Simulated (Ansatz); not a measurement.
Consider the formal exchange of groups at the Si–N bond: `N[Si](F)([SiH3])Cl` + `BO` → `OB[Si](F)([SiH3])Cl` + NH₃.

Gas-phase electronic energies from Ansatz, PBE0-D4/def2-TZVP geometries. CCSD(T)/CBS is the MP2 limit (def2-TZVPP, def2-QZVPP) plus CCSD(T) − MP2 in def2-TZVPP, frozen cores. This one scheme is used for every species. DFT in def2-TZVPP. B3LYP here is the variant with VWN-RPA as its local correlation; programs differ in this. One conformer a species, not always the lowest.

`N[Si](F)([SiH3])Cl`:

```xyz
10

N     0.951    1.329    0.752
Si    0.577    0.255   -0.505
F     0.422    1.144   -1.820
Si   -1.347   -0.980   -0.034
Cl    2.086   -1.077   -0.964
H     1.634    2.059    0.618
H     0.923    1.020    1.710
H    -1.165   -1.636    1.290
H    -1.544   -2.021   -1.073
H    -2.537   -0.092    0.025
```

`BO`:

Z-matrix (Å, degrees):
```
B
O 1 1.348
H 1 1.196 2 116.8
H 1 1.202 2 120.7 3 -180.0
H 2 0.961 1 113.5 3 180.0
```

`OB[Si](F)([SiH3])Cl`:

Cartesian coordinates in Å:
```
O -0.881 -2.064 -0.223
B -0.712 -1.144 -1.193
Si 0.251 0.566 -0.684
F -0.433 1.810 -1.436
Si 0.468 1.093 1.591
Cl 2.160 0.373 -1.456
H -1.307 -2.874 -0.519
H -1.095 -1.356 -2.313
H 1.241 2.353 1.747
H 1.183 -0.016 2.275
H -0.874 1.261 2.211
```

NH₃:

Z-matrix (Å, degrees):
```
N
H 1 1.013
H 1 1.013 2 107.1
H 1 1.013 2 107.1 3 -114.5
```

```csv
level,ΔE (kcal/mol),difference from CCSD(T)/CBS
PBE-D4,17.9,-3.8
r2SCAN-D4,21.4,-0.3
PBE0-D4,19.6,-2.1
B3LYP-D4,21.3,-0.4
ωB97X-V,21.4,-0.3
ωB97M-V,22.6,0.9
B2PLYP,22.4,0.7
PBE,18.0,-3.7
r2SCAN,21.5,-0.2
PBE0,19.8,-1.9
B3LYP,21.5,-0.2
HF/def2-TZVPP,25.3,3.6
MP2/def2-TZVPP,23.4,1.7
SCS-MP2/def2-TZVPP,23.3,1.6
CCSD/def2-TZVPP,22.1,0.4
CCSD(T)/def2-TZVPP,21.6,-0.1
HF/def2-QZVPP,25.6,3.9
MP2/def2-QZVPP,23.5,1.8
SCS-MP2/def2-QZVPP,23.4,1.7
HF/CBS(def2),25.6,3.9
MP2/CBS(def2),23.4,1.7
CCSD/CBS(def2),22.1,0.4
CCSD(T)/CBS,21.7,0
```

Largest T1 diagnostic among the species: 0.014.

In def2-TZVPP, CCSD(T) changes the Hartree–Fock value by −3.7 kcal/mol (the triples alone add −0.5 kcal/mol) and MP2 by −1.9 kcal/mol. From PBE to PBE0 (25 % exact exchange), in def2-TZVPP and without D4, ΔE moves by +1.8 kcal/mol.
